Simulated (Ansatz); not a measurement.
Compare A (`CN1B[SiH2]1`) with its isomer B (`CB1N[SiH2]1`).

Isolated molecules relaxed with PBE0-D4/def2-TZVP in Ansatz; ΔE leaves out vibrations. CCSD(T)/CBS is the MP2 limit (def2-TZVPP, def2-QZVPP) plus CCSD(T) − MP2 in def2-TZVPP, frozen cores. DFT in def2-TZVPP. B3LYP here is the variant with VWN-RPA as its local correlation; programs differ in this.

A:

Z-matrix (Å, degrees):
```
C
N 1 1.438
H 1 1.093 2 110.5
H 1 1.093 2 110.5 3 -119.1
H 1 1.092 2 110.5 3 120.4
B 2 1.375 1 139.2 3 -120.0
Si 2 1.759 1 146.2 3 60.0
H 6 1.189 2 135.8 1 -0.0
H 7 1.487 2 114.9 1 64.0
H 7 1.487 2 114.9 1 -64.0
```

B:

Z-matrix (Å, degrees):
```
C
B 1 1.552
H 1 1.094 2 110.4
H 1 1.094 2 110.2 3 116.8
H 1 1.093 2 113.1 3 -121.7
N 2 1.382 1 138.8 3 122.9
Si 2 1.940 1 160.1 3 -57.4
H 6 1.009 2 137.6 1 -0.1
H 7 1.488 2 125.6 1 -89.7
H 7 1.487 2 125.6 1 90.2
```

Task: Which is lower in electronic energy at CCSD(T)/CBS, and by how much? (Estimate.)

Result: Ansatz gave: B, by 16.4 kcal/mol.

Task: Give E(B) − E(A) in kcal/mol with PBE-D4, BLYP-D4, CCSD/def2-TZVPP, B3LYP, HF/def2-TZVPP, ωB97M-V, CCSD(T)/def2-SVP. (An estimate is asked.)

Result: The calculation gave: PBE-D4 -16.3, BLYP-D4 -15.2, CCSD/def2-TZVPP -16.3, B3LYP -16.1, HF/def2-TZVPP -15.8, ωB97M-V -16.9, CCSD(T)/def2-SVP -14.4. None reverses the order clearly.

Task: Does the order hold for the free energy at 298.15 K (harmonic terms from PBE0-D4)? (An estimate is asked.)

Result: The calculation gave: Yes: G(B) − G(A) = -16.7 kcal/mol.

Largest T1 diagnostic: 0.014.

Leaving LDA and LC-ωPBE aside and taking each functional with its dispersion term where it has one, the values, not all of them listed here, spread over 3.0 kcal/mol, from B97M-V to BLYP-D4. At CCSD(T), def2-SVP lies +1.9 kcal/mol from the extrapolated value and def2-TZVPP +0.2 kcal/mol.
